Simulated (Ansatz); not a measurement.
`C=C(N)[SiH2][SiH3]` + `CO[SiH](O)Cl` → `CO[SiH](Cl)O[SiH3]` + `C=C(N)[SiH3]`  (cleavage of the Si–Si bond)

Computed with Ansatz on PBE0-D4/def2-TZVP structures; ΔE is electronic, products minus reactants. CCSD(T)/CBS is the MP2 limit (def2-TZVPP, def2-QZVPP) plus CCSD(T) − MP2 in def2-TZVPP, frozen cores. DFT in def2-TZVPP. B3LYP here is the variant with VWN-RPA as its local correlation; programs differ in this. Each species was taken in one conformer, which may not be the lowest.

`C=C(N)[SiH2][SiH3]`:

```xyz
14

C     0.016    0.588    1.640
C    -0.573   -0.364    0.905
N    -1.596   -1.173    1.372
Si    0.073   -0.766   -0.814
Si    1.305    1.008   -1.706
H     0.861    1.148    1.262
H    -0.312    0.820    2.651
H    -2.240   -1.525    0.685
H    -2.054   -0.867    2.218
H    -1.102   -1.045   -1.694
H     0.886   -2.014   -0.787
H     1.851    0.619   -3.035
H     0.441    2.206   -1.877
H     2.445    1.367   -0.819
```

`CO[SiH](O)Cl`:

```xyz
10

C    -1.092    0.916    0.817
O    -0.703   -0.036   -0.150
Si    0.754   -0.738   -0.283
O     0.811   -1.588   -1.662
Cl    2.183    0.745   -0.255
H    -0.432    1.788    0.800
H    -2.108    1.237    0.583
H    -1.084    0.485    1.823
H     1.057   -1.670    0.814
H     0.614   -1.139   -2.486
```

`CO[SiH](Cl)O[SiH3]`:

Cartesian coordinates in Å:
```
C -2.004 -1.402 -0.181
O -1.066 -0.347 -0.171
Si 0.413 -0.379 -0.835
Cl 1.432 -2.017 -0.129
O 1.176 0.974 -0.413
Si 1.531 1.950 0.863
H -2.292 -1.668 -1.203
H -1.601 -2.289 0.316
H -2.892 -1.067 0.356
H 0.374 -0.487 -2.303
H 0.438 2.934 1.052
H 1.695 1.142 2.097
H 2.795 2.658 0.550
```

`C=C(N)[SiH3]`:

Z-matrix (Å, degrees):
```
Si
C 1 1.873
H 1 1.491 2 109.5
H 1 1.487 2 111.1 3 118.3
H 1 1.483 2 109.2 3 -120.2
N 2 1.386 1 116.8 3 -53.8
C 2 1.339 1 119.2 3 130.9
H 6 1.007 2 116.5 1 34.0
H 6 1.009 2 115.9 1 169.6
H 7 1.081 2 120.9 1 -0.8
H 7 1.088 2 122.0 1 178.2
```

(1) Is it downhill or uphill in electronic energy at CCSD(T)/CBS, and by how much? (Estimate.)

(2) What do these levels give: PBE-D4, B3LYP-D4, ωB97X-V, ωB97M-V, B2PLYP, PBE0, B3LYP, HF/def2-TZVPP, CCSD/def2-TZVPP, MP2/def2-QZVPP, MP2/CBS(def2), CCSD/CBS(def2)? (An estimate is asked.)

Largest T1 diagnostic among the species: 0.013.

Answers

(1) Ansatz gave: Downhill: ΔE = -24.3 kcal/mol.

(2) The calculation gave: PBE-D4 -17.7, B3LYP-D4 -24.6, ωB97X-V -23.8, ωB97M-V -24.7, B2PLYP -25.6, PBE0 -20.0, B3LYP -24.8, HF/def2-TZVPP -31.8, CCSD/def2-TZVPP -25.4, MP2/def2-QZVPP -26.1, MP2/CBS(def2) -25.9, CCSD/CBS(def2) -25.4 kcal/mol.

From PBE to PBE0 (25 % exact exchange), in def2-TZVPP and without D4, ΔE moves by −2.1 kcal/mol. In def2-TZVPP, CCSD(T) changes the Hartree–Fock value by +7.5 kcal/mol (the triples alone add +1.1 kcal/mol) and MP2 by +5.9 kcal/mol.
